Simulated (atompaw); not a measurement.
# Building the PAW (atompaw) potential for Hf (LDA (PW92), scalar-relativistic).

The input file (atompaw 4.2.0.5):

```
Hf 72
LDA-PW scalarrelativistic loggrid 2001 logderivrange -7 5 301
6 6 5 4 0 0
6 1 0
5 2 2
0 0 0
c
c
c
c
v
v
c
c
c
v
v
c
c
v
v
3
3.00 2.20 2.10 1.85
n
n
y
0.9
n
y
3
n
custom polynom2 7 10 vanderbiltortho sinc
bessel
1.50
3.00
1.55
2.60
3.00
3.00
1.15
1.15
PWSCFOUT
UPFDX 0.0125d0 UPFXMIN -7.d0 UPFZMESH 72.d0
END
```

Command:

```bash
atompaw < Hf.input > Hf.log
```

Output (summary file):

```
Completed calculations for Hf (AE)

 Exchange-correlation type: LDA, Perdew-Wang correlation

 Radial integration grid is logarithmic
 r0 =   9.4764859E-05 h =   6.8230699E-03   n =      2001 rmax =   8.0000000E+01

 Scalar relativistic calculation

 AEatom converged in  54 iterations
   nz     =  72.00
   delta  =       9.464163911492E-17

 All Electron Orbital energies:
  n  l      occupancy      energy
  1  0      2.0000000E+00 -4.7944776E+03
  2  0      2.0000000E+00 -8.2003002E+02
  3  0      2.0000000E+00 -1.8680505E+02
  4  0      2.0000000E+00 -3.7585164E+01
  5  0      2.0000000E+00 -4.9372531E+00
  6  0      2.0000000E+00 -3.8671065E-01
  2  1      6.0000000E+00 -7.2030728E+02
  3  1      6.0000000E+00 -1.5701847E+02
  4  1      6.0000000E+00 -2.7808553E+01
  5  1      6.0000000E+00 -2.6250219E+00
  6  1      0.0000000E+00 -1.0767868E-01
  3  2      1.0000000E+01 -1.2170398E+02
  4  2      1.0000000E+01 -1.5174915E+01
  5  2      2.0000000E+00 -2.1095185E-01
  4  3      1.4000000E+01 -1.2519629E+00

 Total energy
   Total                    :   -30138.40100440101378

 ---
 Completed calculations for Hf (SC)

 Exchange-correlation type: LDA, Perdew-Wang correlation

 Radial integration grid is logarithmic
 r0 =   9.4764859E-05 h =   6.8230699E-03   n =      2001 rmax =   8.0000000E+01

 Scalar relativistic calculation

 SCatom converged in   3 iterations
   nz     =  72.00
   delta  =       6.803768607610E-17

 Valence Electron Orbital energies:
  n  l      occupancy      energy
   5  0      2.0000000E+00 -4.9372531E+00
   6  0      2.0000000E+00 -3.8671065E-01
   5  1      6.0000000E+00 -2.6250219E+00
   6  1      0.0000000E+00 -1.0767868E-01
   5  2      2.0000000E+00 -2.1095185E-01
   4  3      1.4000000E+01 -1.2519629E+00

 Total energy
   Total                    :   -30138.40100440784227
   Valence                  :    -1134.31572271292362

 PAW parameters:
       lmax =            3
         rc =    3.0044654809515108
        irc =         1520
   rc_shape =    2.2101274777458118
    rc_vloc =    2.1070452476132338
    rc_core =    1.8508445655013683
   Vloc: truncated form - Vps(r)=A.sin(qr)/r for r<rc
   Projector type: improved polynomial pseudization + Vanderbilt ortho.
   Sinc^2 compensation charge shape zeroed at   2.2101E+00

 Number of basis functions     8
 No.   n  nodes  l      Energy         Cp coeff         Occ
  1    5    4    0   -0.4937253E+01 -0.3819448E+00  0.2000000E+01
  2    6    5    0   -0.3867107E+00  0.3412191E+01  0.2000000E+01
  3    5    3    1   -0.2625022E+01 -0.4800966E+00  0.6000000E+01
  4    6    4    1   -0.1076787E+00  0.1835346E+02  0.0000000E+00
  5    5    2    2   -0.2109518E+00  0.4928708E+01  0.2000000E+01
  6  999    3    2    0.9000000E+00 -0.3108692E+01  0.0000000E+00
  7    4    0    3   -0.1251963E+01 -0.3320859E+00  0.1400000E+02
  8  999    1    3    0.3000000E+01 -0.1012100E-01  0.0000000E+00

 Eigenvalues of overlap operator (in the basis of projectors):
    1        1.95341182E-02
    2        2.52040273E-01
    3        4.77839853E-01
    4        3.40750500E+00
    5        2.09871919E+01
    6        3.66461850E+02
    7        1.39079094E+03
    8        1.86307477E+04

 Orbital leakage outside PAW augmentation regions
   orb  is_core?  %out_of_sphere
   1 0    T           0.00
   2 0    T           0.00
   3 0    T          -0.00
   4 0    T           0.00
   5 0    F           0.05
   6 0    F          59.11
   2 1    T          -0.00
   3 1    T          -0.00
   4 1    T           0.00
   5 1    F           0.53
   6 1    F          87.76
   3 2    T           0.00
   4 2    T           0.00
   5 2    F          26.78
   4 3    F           0.06

 Summary of PAW energies
   Total valence energy     :  -1134.31575130441274
   Smooth energy            :     78.40865111314476
   One center               :  -1212.72440241755749
   Smooth kinetic           :     68.08483467222580
   Vloc energy              :     19.35106601361628
   Smooth exch-corr         :    -16.46160223739892
   One-center xc            :   -580.67052741668215
```

The run took about 23 s on one core of a shared server CPU.
